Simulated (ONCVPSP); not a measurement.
# What one change does to a pseudopotential (Ce, ONCV)

cerium (Ce), optimised norm-conserving Vanderbilt (ONCV), made with ONCVPSP 4.0.1 (LDA (Perdew-Wang 92), scalar-relativistic). Core [Kr] 4d10, reference 4f1 5s2 5p6 5d1 6s1.5 6p0.5. Waves: 5s+6s: rc 2.70 bohr, ncon 5, nbas 8, qcut 3.4 1/bohr, 2 projectors; 5p+6p: rc 3.40 bohr, ncon 4, nbas 9, qcut 3.4 1/bohr, 3 projectors, debl 0.9 Ha; 5d: rc 3.90 bohr, ncon 4, nbas 8, qcut 4.7 1/bohr, 2 projectors, debl 2.4 Ha; 4f: rc 1.85 bohr, ncon 5, nbas 10, qcut 9.3 1/bohr, 2 projectors, debl 1.9 Ha. Local part: polynomial inside 1.75 bohr (lpopt 5, dvloc0 0 Ha). Core correction: Teter function, fcfact 3.5, rcfact 1.4.

Change: core correction Teter function, fcfact 3.5, rcfact 1.08.

Cutoffs: the cutoffs (Ha) at which the residual kinetic energy of the hardest occupied pseudo-wave falls to 1 and 0.1 mHa per electron; they do not see the model core or the augmentation charge, which bear on the density cutoff. Errors are all-electron minus pseudo energies relative to the spin-unpolarised reference configuration.

**Question.** What does the change do?

**Answer.** The potential gets neither clearly harder nor softer (38 Ha and 43 Ha → 38 Ha and 43 Ha); the errors of the 4 common tests hardly move; neither file shows a bound ghost. A model core, the more so a compact one, raises the density cutoff, which this test does not measure.

| quantity | base | changed |
| --- | --- | --- |
| cutoff, loose | 38 Ha | 38 Ha |
| cutoff, tight | 43 Ha | 43 Ha |
| bound ghosts | none | none |
| GHOST(+) flags under 300 eV | s at 51.6 eV | s at 51.6 eV |
| error for 4f1 5s2 5p6 5d1 6s2 6p0, meV [ΔE -1.25 eV] | -0.1 | -0.1 |
| error for 4f1 5s2 5p6 5d1 6s1 6p0, meV [ΔE 5.02 eV] | -1.4 | -1.4 |
| error for 4f1 5s2 5p6 5d1 6s0 6p0, meV [ΔE 16.36 eV] | -8.8 | -8.5 |
| error for 4f0 5s2 5p6 5d2 6s2 6p0, meV [ΔE 3.70 eV] | +585 | +629 |
| s: phases at 2.74 bohr within 0.05 rad from the reference energy up to (Ha; the scan ends near 5) | 1.6 | 1.6 |
| p: phases at 3.44 bohr within 0.05 rad from the reference energy up to (Ha; the scan ends near 5) | to the end of the scan | to the end of the scan |
| d: phases at 3.95 bohr within 0.05 rad from the reference energy up to (Ha; the scan ends near 5) | 4.5 | 4.5 |
| f: phases at 1.88 bohr within 0.05 rad from the reference energy up to (Ha; the scan ends near 5) | to the end of the scan | to the end of the scan |
| rms error of d²Exc/dni dnj with the model core, mHa | 4.63 | 6.67 |
